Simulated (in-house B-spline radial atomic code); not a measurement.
## RPA and G0W0 on LDA VWN5: the tellurium ion Te⁺

Configuration [Kr] 4d10 5s2 5p3, highest spin, mean-field start LDA VWN5. Computed with an all-electron radial atomic-structure program (B-spline basis): all electrons, non-relativistic, point nucleus, each spin shell either full or empty, empty states to l = 9 with an (l + 1/2)⁻⁴ tail; G0W0 by contour deformation at full frequency.

Without relativity these are model numbers: it shifts the levels of so heavy an element strongly and can reorder them.

Command:
```bash
python run_gw.py task.json out
```
Settings (radii: box in bohr, nucleus in fm):
```
Z                        52
electrons                51
configuration            [Kr] 4d10 5s2 5p3
hamiltonian              nr
method                   lda,vwn
lmax                     9
spin_polarised           True
box_radius               23.78
intervals                55
```

Run time, properties included: 6.3 s on 1 thread of Arm Neoverse N1 (shared host).

Energies (hartree):

| term | value |
| --- | --- |
| mean-field total | -6608.31727 |
| Hartree-Fock functional on these orbitals | -6611.45374 |
| direct second order | -4.52 |
| second-order exchange | 1.24 |
| SOSEX correction | 1.1458 |

(1) What is the RPA correlation energy, and what remains with SOSEX?

Quasi-particle levels (eV):

```tsv
level	occupied	mean field	Σx - vxc	Σc	QP weight	G0W0
5p up	yes	-14.597	-3.96	?	?	?
5s down	yes	-21.232	-1.77	-2.10	0.888	-25.107
5p down	no	-12.712	6.14	-2.69	0.896	-9.266
```

G0W0 = mean field + (Σx - vxc) + Σc, with Σc (partial-wave tail included) taken at the quasi-particle energy. Only the outer levels were computed. Levels of low weight are left out.

(2) Where does G0W0 put 5p up?

Results:

(1) RPA gives -3.9217 hartree (-2.09 eV per electron); RPA + SOSEX gives -2.7758, and the second-order doubles -3.28 hartree (no singles). RPA lacks exchange-type terms and so overcorrelates at short range.

(2) At -18.837 eV, with Σc = -0.28 eV and a quasi-particle weight of 0.893. The tabulated removal energy is 18.6 ± 0.4 eV (NIST, measured); the calculation leaves out relativity, Breit and QED terms, and what these don't explain is the method's own error.
